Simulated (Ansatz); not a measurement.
C₂H₄N₃, charge +1, singlet, at a GFN2-xTB geometry; MP2/cc-pVDZ (Ansatz, a first-principles code).

Here is a job for Ansatz.
Ansatz 0.2 input:
```yaml
crystal:
  periodic: [false, false, false]
  atoms:
    - {symbol: C, position_ang: [-0.72438958, -0.87288884, -0.09129060]}
    - {symbol: N, position_ang: [0.55762667, -1.03705194, -0.15259445]}
    - {symbol: N, position_ang: [1.09045631, 0.16973986, -0.01179850]}
    - {symbol: C, position_ang: [0.15167649, 1.09037013, 0.13747465]}
    - {symbol: N, position_ang: [-1.01674140, 0.44847481, 0.09012567]}
    - {symbol: H, position_ang: [-1.44403652, -1.66418423, -0.17208821]}
    - {symbol: H, position_ang: [2.10037297, 0.28380633, -0.02835101]}
    - {symbol: H, position_ang: [0.29970022, 2.14638776, 0.27058309]}
    - {symbol: H, position_ang: [-1.93914925, 0.86096327, 0.17262278]}
basis:
  gaussian:
    orbitals: cc-pVDZ
total_charge: 1
magnetization: {spin_polarized: false}
correlation: {method: mp2}
```

What the program printed (banner, timings and long lists left out):

```
Functional definition: HF
844 factors; integrals over basis functions are off by at most 1.2e-3 eV
mean field evaluation 1: about -6559.0097 eV, gradient 3.8e1 eV
mean field evaluation 2: about -6559.3453 eV, gradient 3.8e1 eV
mean field evaluation 4: about -6562.9329 eV, gradient 4.5e0 eV
mean field evaluation 8: about -6562.9959 eV, gradient 3.3e-1 eV
mean field -6562.99664789 eV, -241.1856782509 hartree, gradient 7.7e-6 eV, S^2 0.000000; 0 other end points of the search recorded, 0 dependent functions left out
5 core orbitals not correlated
reference -6562.99664789 eV, -241.1856782509 hartree; 13, 13 occupied and 72, 72 virtual orbitals, 844 factors
second order -20.09824282 eV of doubles, -0.00000000 eV of singles
Total energy: -6583.09489070 eV, -241.9242750514 hartree
```
